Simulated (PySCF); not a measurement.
Bonds (- single, = double, # triple, : aromatic): F1-C2 1.365 Å, C2-C3 1.494 Å, C3-F4 1.329 Å, C3=C5 1.339 Å, C5-Si6 1.894 Å, C5-Cl7 1.740 Å. C2 carries H8, H9; Si6 carries H10, H11, H12. Stereochemistry as in FC/C(F)=C(\[SiH3])Cl.

Geometry: PBE0-D3(BJ)/def2-SVP; GIAO absolute shieldings from PySCF 2.14, gas phase, non-relativistic, averaged over equivalent atoms.

At LDA/pcSseg-1 (158 basis functions, 19 s wall time on 1 thread of an Arm Neoverse V1, shared host):
| atoms | σ (ppm) |
| --- | --- |
| F4 | 246.2 |
| F1 | 437.0 |
| C3 | 10.6 |
| C5 | 66.2 |
| C2 | 92.8 |
| Si6 | 385.2 |
| Cl7 | 686.4 |
| H8/H9 | 25.55 |
| H10/H11/H12 | 26.15 |

**Question.** Predict the values at HF/pcSseg-1 on the same geometry.

**Answer.** 
| atoms | σ at HF/pcSseg-1 | change |
| --- | --- | --- |
| F4 | 323.0 | +76.8 |
| F1 | 462.3 | +25.3 |
| C3 | 24.8 | +14.2 |
| C5 | 80.2 | +14.0 |
| C2 | 118.3 | +25.5 |
| Si6 | 447.1 | +61.9 |
| Cl7 | 842.3 | +155.9 |
| H8/H9 | 26.85 | +1.30 |
| H10/H11/H12 | 27.56 | +1.41 |

The largest change is at Cl7 (chlorine bonded to C). Cost: 158 basis functions, 8.7 s wall time on 1 thread of an Arm Neoverse V1, shared host. The order of the carbon signals is the same at both levels.

Carbons that carry Cl, above all several Cl atoms, come out too deshielded, partly because spin–orbit coupling is missing.
